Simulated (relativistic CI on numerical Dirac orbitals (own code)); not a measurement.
One change at a time: Au LXVI

Base calculation: Dirac-Coulomb-Breit CI, KLI orbitals optimised for each configuration, a model potential for QED, unscaled Slater integrals.

Configurations in the expansion (outside the closed core [Ne]): 3s2 3p2, 3s2 3p 3d, 3s 3p3, 3s2 3d2, 3p4, 3s 3p2 3d, 3p2 3d2, 3s 3p 3d2, 3p3 3d, 3s2 3d 4s, 3s2 3d 4p, 3s 3p 3d 4s, 3p3 4s, 3s2 3p 4s, 3s 3p 3d 4p, 3p3 4p. Levels of other configurations are missing.

Variants: (1) configuration mixing switched off; (2) one mean potential for all configurations. Shifts of the energy above 3s2 3p2 3P_0, in eV, for the lowest level and the first level of each name with at least 55 % of one term (blank where a level changes its place among those of its configuration and J or its character, or is not in the variant):

```
          Level     Base    Δ(1)   Δ(2)
   3s2 3p2 3P_0     0.00    0.00   0.00
   3s2 3p2 3P_1   479.70   +0.44  +0.02
   3s2 3p2 1D_2   489.88   +0.83  +0.02
3s2 3p 3d 3F°_2   719.10   -1.28  -0.13
   3s2 3p2 3P_2   977.59   +3.11  +0.05
   3s2 3p2 1S_0   999.89   +4.67  +0.04
   3s 3p3 3D°_3  1157.88   +4.74  +0.21
   3s 3p3 3P°_0  1169.75  +11.90  +0.18
3s2 3p 3d 3P°_0  1247.84  -10.54  -0.07
3s2 3p 3d 3F°_4  1323.32   +0.27  -0.13
3s2 3p 3d 3D°_3  1358.83   -1.98  -0.13
 3s 3p2 3d 5D_0  1366.68   -1.26  +0.12
3s2 3p 3d 1P°_1  1370.33   -1.49  -0.13
 3s 3p2 3d 3G_5  1502.16   -3.54  +0.08
```

At this charge energies of transitions that change n are usually good to better than 1 %, and those within a shell (Δn = 0) to a few per cent.

Ionisation energy from the two ground configurations alone: base 7755.92 eV. The NIST ASD value (theoretical) is 7760 eV.

LS names give the leading component of a level, which can be under half, so a name can repeat, a term be missing and a line seem to break the LS rules.
